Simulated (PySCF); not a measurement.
**AsS: energy against distance**

Set-up: basis As def2-TZVPP, S def2-TZVPP; no relativity; PySCF 2.14. Energies in eV from As + S in their ground configurations at the same level. State: ²Π (doublet), unpaired electrons π ↑.

All columns are PBE0. A positive dipole means As(−)S(+).

```json
{"R (Å)": "1.735", "E (eV)": "-2.192", "μ (D)": "-0.42", "Mulliken charge on As (basis-dependent)": "0.14", "HOMO (eV)": "-4.85", "LUMO (eV)": "-2.84", "Mayer bond order": "2.33", "⟨S²⟩": "0.76"}
{"R (Å)": "1.815", "E (eV)": "-3.185", "μ (D)": "-0.68", "Mulliken charge on As (basis-dependent)": "0.16", "HOMO (eV)": "-5.09", "LUMO (eV)": "-3.09", "Mayer bond order": "2.31", "⟨S²⟩": "0.76"}
{"R (Å)": "1.896", "E (eV)": "-3.725", "μ (D)": "-0.93", "Mulliken charge on As (basis-dependent)": "0.19", "HOMO (eV)": "-5.33", "LUMO (eV)": "-3.33", "Mayer bond order": "2.30", "⟨S²⟩": "0.76"}
{"R (Å)": "1.956", "E (eV)": "-3.912", "μ (D)": "-1.13", "Mulliken charge on As (basis-dependent)": "0.20", "HOMO (eV)": "-5.50", "LUMO (eV)": "-3.51", "Mayer bond order": "2.29", "⟨S²⟩": "0.76"}
{"R (Å)": "2.017", "E (eV)": "-3.960", "μ (D)": "-1.32", "Mulliken charge on As (basis-dependent)": "0.22", "HOMO (eV)": "-5.66", "LUMO (eV)": "-3.68", "Mayer bond order": "2.28", "⟨S²⟩": "0.76"}
{"R (Å)": "2.078", "E (eV)": "-3.901", "μ (D)": "-1.50", "Mulliken charge on As (basis-dependent)": "0.23", "HOMO (eV)": "-5.81", "LUMO (eV)": "-3.84", "Mayer bond order": "2.27", "⟨S²⟩": "0.76"}
{"R (Å)": "2.158", "E (eV)": "-3.703", "μ (D)": "-1.74", "Mulliken charge on As (basis-dependent)": "0.24", "HOMO (eV)": "-6.00", "LUMO (eV)": "-4.05", "Mayer bond order": "2.25", "⟨S²⟩": "0.77"}
{"R (Å)": "2.259", "E (eV)": "-3.340", "μ (D)": "-1.91", "Mulliken charge on As (basis-dependent)": "0.24", "HOMO (eV)": "-6.19", "LUMO (eV)": "-4.21", "Mayer bond order": "2.09", "⟨S²⟩": "0.92"}
{"R (Å)": "2.380", "E (eV)": "-2.866", "μ (D)": "-1.94", "Mulliken charge on As (basis-dependent)": "0.22", "HOMO (eV)": "-6.37", "LUMO (eV)": "-4.21", "Mayer bond order": "1.77", "⟨S²⟩": "1.21"}
{"R (Å)": "2.541", "E (eV)": "-2.265", "μ (D)": "-2.02", "Mulliken charge on As (basis-dependent)": "0.20", "HOMO (eV)": "-6.54", "LUMO (eV)": "-4.12", "Mayer bond order": "1.42", "⟨S²⟩": "1.48"}
```

A fit through these points gives, at Re = 2.011 Å, μ = -1.30 D and dμ/dR = -3.13 D/Å; the reduced mass is 22.41 u.

Q: How strong is the fundamental in the double-harmonic approximation, I = 42.26·(dμ/dR)²/μred km/mol?

A: I = 42.26·(-3.13)²/22.41 = 18.5 km/mol at PBE0.

⟨S²⟩ of the unrestricted solution departs from its pure value on part of the curve, where spin states mix. Spin–orbit coupling is left out. The state is the lowest determinant that a PBE0 search found; another state may lie lower at other levels.
